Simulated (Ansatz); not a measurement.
Isolated molecules relaxed with PBE0-D4/def2-TZVP in Ansatz; ΔE leaves out vibrations. CBS: MP2 limit from def2 TZ/QZ plus the TZ coupled-cluster correction, frozen cores. This one scheme is used for every species, atoms too. DFT in def2-TZVPP. B3LYP here is the variant with VWN-RPA as its local correlation; programs differ in this. HSE06 is defined as in plane-wave codes. No spin–orbit coupling; open shells (•) take unrestricted orbitals. Spin–orbit coupling would lower the free atoms: a little for F. Each species was taken in one conformer, which may not be the lowest.

`N[SiH](Cl)Cl` + F• → `N[Si](Cl)Cl`• + H–F  (hydrogen abstraction from the Si–H bond)

(1) Is it downhill or uphill in electronic energy at CCSD(T)/CBS, and by how much? (Best estimate.)

(2) What do these levels give: HSE06-D4, PBE-QIDH, B3LYP, r2SCANh, HF/def2-SVP, CCSD/def2-SVP, SCS-MP2/def2-TZVPP, CCSD/def2-TZVPP, CCSD(T)/def2-TZVPP, MP2/def2-QZVPP, SCS-MP2/def2-QZVPP, MP2/CBS(def2)? (Estimate.)

(3) What do rigid-rotor, harmonic-oscillator terms from PBE0-D4/def2-TZVP frequencies (298.15 K, 1 bar) make of the CCSD(T)/CBS value? (Best estimate.)

Largest T1 diagnostic among the species: 0.013.

Results:

(1) The calculation gave: Downhill: ΔE = -185.1 kJ/mol.

(2) The calculation gave: HSE06-D4 -186.2, PBE-QIDH -174.0, B3LYP -186.2, r2SCANh -184.4, HF/def2-SVP -60.2, CCSD/def2-SVP -140.3, SCS-MP2/def2-TZVPP -176.7, CCSD/def2-TZVPP -164.2, CCSD(T)/def2-TZVPP -172.4, MP2/def2-QZVPP -206.6, SCS-MP2/def2-QZVPP -184.2, MP2/CBS(def2) -211.3 kJ/mol.

(3) The calculation gave: ΔZPE = +0.6 kJ/mol, ΔH = -182.2 kJ/mol, ΔS = 18 J/(mol·K), ΔG = -187.5 kJ/mol. Open shells count their whole term as degenerate.

In def2-TZVPP, CCSD(T) changes the Hartree–Fock value by −96.8 kJ/mol (the triples alone add −8.2 kJ/mol) and MP2 by −123.1 kJ/mol. Leaving LDA and LC-ωPBE aside and taking each functional with its dispersion term where it has one, the values, not all of them listed here, spread over 69.6 kJ/mol, from PBE-D4 to BHLYP-D4. LDA lies −43.8 kJ/mol from PBE without D4.
